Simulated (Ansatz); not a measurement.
Consider the ligand exchange at a B–Se bond: `C[Se]B(O)O` + `FC(F)(F)[TeH]` → `OB(O)[Te]C(F)(F)F` + `C[SeH]`.

Gas-phase electronic energies from Ansatz, PBE0-D4/def2-TZVP geometries. CCSD(T)/CBS is the MP2 limit (def2-TZVPP, def2-QZVPP) plus CCSD(T) − MP2 in def2-TZVPP, frozen cores. Functionals use def2-TZVPP. B3LYP here is the variant with VWN-RPA as its local correlation; programs differ in this. def2 core potentials past Kr. For Se, Te outer-core shells are correlated without core-valence functions, which leaves a few kJ/mol of doubt a bond. Scalar relativity is left out up to krypton. One conformer a species, not always the lowest.

`C[Se]B(O)O`:

Z-matrix (Å, degrees):
```
C
Se 1 1.950
H 1 1.088 2 106.7
H 1 1.087 2 109.7 3 -119.4
H 1 1.087 2 109.7 3 119.3
B 2 1.959 1 98.6 3 179.9
O 6 1.365 2 121.6 1 -180.0
O 6 1.358 2 119.2 1 -0.0
H 7 0.959 6 114.8 2 -0.0
H 8 0.963 6 111.7 2 -180.0
```

`FC(F)(F)[TeH]`:

Cartesian coordinates in Å:
```
F 0.224 -1.189 -0.892
C -0.171 0.029 -0.526
F -1.477 -0.037 -0.275
F 0.008 0.850 -1.565
Te 0.965 0.804 1.158
H 0.450 -0.457 2.101
```

`OB(O)[Te]C(F)(F)F`:

Cartesian coordinates in Å:
```
O 0.860 1.186 0.779
B 0.447 0.012 1.302
O 0.607 -0.266 2.616
Te -0.500 -1.620 0.178
C -0.773 -0.453 -1.633
F -0.997 -1.257 -2.669
F -1.797 0.398 -1.553
F 0.314 0.292 -1.934
H 0.778 1.268 -0.175
H 1.062 0.440 3.089
```

`C[SeH]`:

Cartesian coordinates in Å:
```
C 0.102 -0.069 0.532
Se -0.966 0.469 -1.007
H 0.307 -1.136 0.501
H -0.502 0.157 1.410
H 1.027 0.503 0.575
H 0.031 0.076 -2.010
```

Q: Is it downhill or uphill in electronic energy at CCSD(T)/CBS, and by how much? (An estimate is asked.)

A: Ansatz gave: Uphill: ΔE = +5.9 kJ/mol.

Q: What do these levels give: PBE-D4, PBE0-D4, B3LYP-D4, ωB97M-V, HF/def2-TZVPP, MP2/def2-TZVPP, SCS-MP2/def2-TZVPP, MP2/def2-QZVPP, SCS-MP2/def2-QZVPP, HF/CBS(def2), MP2/CBS(def2), CCSD/CBS(def2)? (An estimate is asked.)

A: Computed: PBE-D4 4.1, PBE0-D4 5.8, B3LYP-D4 4.5, ωB97M-V 4.9, HF/def2-TZVPP 11.0, MP2/def2-TZVPP 6.0, SCS-MP2/def2-TZVPP 7.0, MP2/def2-QZVPP 5.2, SCS-MP2/def2-QZVPP 6.3, HF/CBS(def2) 10.8, MP2/CBS(def2) 4.9, CCSD/CBS(def2) 7.2 kJ/mol.

Largest T1 diagnostic among the species: 0.013.

In def2-TZVPP, CCSD(T) changes the Hartree–Fock value by −4.0 kJ/mol (the triples alone add −1.3 kJ/mol) and MP2 by −5.1 kJ/mol.
